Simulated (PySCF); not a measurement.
Frontier levels across methods

Species: CH7NO2Si2.
Geometry (PBE0-D3(BJ)/def2-SVP, Å), atoms numbered from 1 in this order:
```xyz
13
CH7NO2Si2 angstrom
N     -1.559   -0.864   -0.132
Si    -0.579    0.085    0.888
C     -0.998    1.866    0.279
O     -1.743    2.020   -0.662
O      1.056   -0.130    0.665
Si     2.030   -0.726   -0.546
H     -2.068   -0.383   -0.868
H     -1.828   -1.829   -0.004
H     -0.813   -0.116    2.343
H     -0.524    2.767    0.761
H      3.446   -0.518   -0.134
H      1.786   -2.185   -0.754
H      1.778   -0.003   -1.830
```

Basis pcSseg-1 throughout (PySCF), one geometry. One conformer (not necessarily the lowest) at the PBE0-D3(BJ)/def2-SVP geometry, without solvent, vibrations or thermal averaging.

Task: How do the orbital energies, the gap and the dipole change with the method?

Result: 
```tsv
method	kind	HOMO (eV)	LUMO (eV)	gap (eV)	μ (D)	SCF cycles
BLYP	GGA	-5.42	-2.55	2.86	1.48	17
OPBE	GGA	-5.47	-2.62	2.86	1.43	16
PBE	GGA	-5.51	-2.72	2.79	1.45	17
B97-D	GGA	-5.55	-2.61	2.94	1.49	16
BP86	GGA	-5.64	-2.81	2.83	1.46	16
LDA	LDA	-5.65	-3.00	2.65	1.47	16
KT3	GGA	-5.68	-2.63	3.06	1.46	17
KT2	GGA	-5.69	-2.67	3.02	1.46	18
B97-2	global hybrid	-6.76	-1.64	5.12	1.53	15
B3LYP	global hybrid	-6.79	-1.81	4.98	1.54	15
PBE0	global hybrid	-7.02	-1.58	5.44	1.53	15
mPW1PW91	global hybrid	-7.07	-1.58	5.48	1.54	15
CAM-B3LYP	range-separated hybrid	-8.42	-0.31	8.11	1.58	14
BHandHLYP	global hybrid	-8.47	-0.31	8.16	1.66	14
wB97X-D	range-separated hybrid	-8.92	0.32	9.24	1.58	16
LC-wPBE	range-separated hybrid	-9.70	0.93	10.64	1.56	16
HF	Hartree–Fock	-10.77	2.58	13.35	1.83	14
```

The HOMO spans 5.35 eV, from BLYP down to HF, and the gap runs from 2.65 eV (LDA) to 13.35 eV (HF). Over the methods BLYP (0 %), OPBE (0 %), PBE (0 %), B97-D (0 %), BP86 (0 %), LDA (0 %), KT3 (0 %), KT2 (0 %), B97-2 (21 %), B3LYP (20 %), PBE0 (25 %), mPW1PW91 (25 %), BHandHLYP (50 %), HF (100 %), a straight line through the gap against the share of exact exchange rises by 1.05 eV for each 10 % (correlation coefficient 0.999). The dipole ranges from 1.43 D (OPBE) to 1.83 D (HF). This basis has no diffuse functions.
